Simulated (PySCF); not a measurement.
## Distorted geometries of [TaF4]+

[TaF4]+ (singlet). PySCF 2.14.0, RKS BP86, Ta def2-SVP with ECP60, F def2-SVP; non-relativistic Hamiltonian with scalar-relativistic core potentials where named; density fitting; no spin-orbit coupling. Relaxed geometry:

```xyz
5

Ta    0.0000    0.0000    0.0000
F     1.0554    1.0554    1.0554
F    -1.0554   -1.0554    1.0554
F     1.0554   -1.0554   -1.0554
F    -1.0554    1.0554   -1.0554
```

Order these distorted geometries by energy above the relaxed one, lowest first.
A.
```xyz
5

Ta    0.1538    0.1140    0.0190
F     1.1235    1.1837    1.0902
F    -1.1105   -1.0095    0.9989
F     1.0312   -1.2242   -0.9634
F    -1.1980    0.9359   -1.1447
```
B.
```xyz
5

Ta    0.0421    0.1122    0.2755
F     0.8546    0.5283    1.0300
F    -0.9792   -0.7717    1.0013
F     1.1296   -0.8364   -1.0419
F    -1.0471    0.9676   -1.2650
```
C.
```xyz
5

Ta   -0.0164   -0.2034   -0.1051
F     1.1376    1.0738    0.8992
F    -0.9511   -0.9240    0.9879
F     0.8392   -0.9486   -1.0918
F    -1.0092    1.0021   -0.6902
```

A (0.86 eV), C (6.59 eV), B (31.23 eV).

Which forces (eV/Å) act in the one that lies 0.86 eV up?


```
Ta  -5.90 -3.47 -2.37
F    0.80  0.80  0.72
F    2.63  2.25 -1.40
F   -0.41  1.56  0.95
F    2.87 -1.14  2.10
```
Forces carry noise of the integration grid, about 0.01 to 0.03 eV/Å.
